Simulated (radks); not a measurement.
Task: Bi3+, configuration [Hg]. All-electron calculation, Dirac Kohn-Sham, PBE, spin-unpolarised, spherical densities, finite nucleus; Fermi nuclear charge, rms radius 5.5211 fm. Program: a radial shooting solver on a logarithmic mesh with Libxc functionals. Some entries of the table are withheld. Estimate them.

orbital,occ.,eigenvalue (hartree),<1/r> (bohr^-1)
1s1/2,2,-3325.067,103.2
2s1/2,2,-597.7842,25.57
2p1/2,2,-574.6600,25.54
2p3/2,4,-489.4229,20.24
3s1/2,2,-145.0652,9.375
3p1/2,2,-134.5515,9.289
3p3/2,4,-115.4673,7.903
3d3/2,4,-98.13764,(1)
3d5/2,6,-94.09108,(2)
4s1/2,2,-34.08839,3.986
4p1/2,2,-29.50408,3.878
4p3/2,4,-24.80104,3.399
4d3/2,4,-17.32021,3.204
4d5/2,6,-16.44220,3.097
5s1/2,2,-6.80540,1.668
4f5/2,6,-6.73530,2.766
4f7/2,8,-6.53349,2.725
5p1/2,2,-5.21456,1.548
5p3/2,4,-4.30853,1.372
5d3/2,4,(3),(4)
5d5/2,6,(5),(6)
6s1/2,2,(7),0.6405

Result: 
(1) 3d3/2 <1/r> (bohr^-1): 7.803
(2) 3d5/2 <1/r> (bohr^-1): 7.497
(3) 5d3/2 eigenvalue (hartree): -2.08074
(4) 5d3/2 <1/r> (bohr^-1): 1.098
(5) 5d5/2 eigenvalue (hartree): -1.96857
(6) 5d5/2 <1/r> (bohr^-1): 1.058
(7) 6s1/2 eigenvalue (hartree): -1.46829
